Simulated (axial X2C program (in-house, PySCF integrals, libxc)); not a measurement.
Values are calculated unless marked as measured or tabulated.
WB: input and output

Program: an in-house all-electron X2C program for linear molecules (integrals from PySCF).

The run was started with this input:
```json
{"zs": [74, 5], "q": 0, "bas": ["dyall-cv3z", "dyall-v3z"], "levels": ["PBE0", "HF", "r2SCAN"], "cc": true, "r0": 2.22, "thr": -2.0, "nmax": 110, "npts": 10, "nst": 2, "ntry": 8}
```
```bash
python so2c.py task.json out
```

Keys: zs atomic numbers; q charge; bas basis sets; levels methods; cc coupled cluster on or off; r0 starting distance in Å; thr threshold in hartree for freezing inner shells (an s shell follows its p shell); nmax most natural virtual spinors; npts points on the curve; nst determinants followed; ntry starts of the search. HF also brings MP2.

Output of the r2SCAN step, 2c, at R = 2.082 Å for the state Ω = 5/2. It starts from PBE0 orbitals of this distance.

```
two-component X2C + atomic mean field  r2SCAN
basis functions 227  fitting functions 1157  grid points 5078
iter        total energy     max residual
   1     -16167.247302723     2.90e-01
   2     -16167.252608591     9.24e-03
   3     -16167.247062034     1.88e-02
   4     -16167.247469975     1.81e-02
   5     -16167.253275489     5.25e-04
   6     -16167.253282156     3.05e-04
   7     -16167.253285749     2.00e-04
   8     -16167.253287853     1.27e-04
   9     -16167.253289138     9.12e-05
  10     -16167.253290701     4.61e-05
  11     -16167.253291569     1.78e-05
  12     -16167.253291659     3.16e-06
  13     -16167.253291664     5.75e-07
  14     -16167.253291664     2.79e-07
converged
one-electron -22354.00904196  Coulomb 6439.46414033  exact exchange 0.00000000  xc functional -332.74267007  nuclear repulsion 94.04205958  atomic mean-field constant -14.00777955
```
Energies are in hartree; totals compare only within one Hamiltonian and basis. The determinant is spin-polarised beyond a pure state at some levels (its spin-free form has ⟨S²⟩ too high), which makes Re and μ there less reliable.
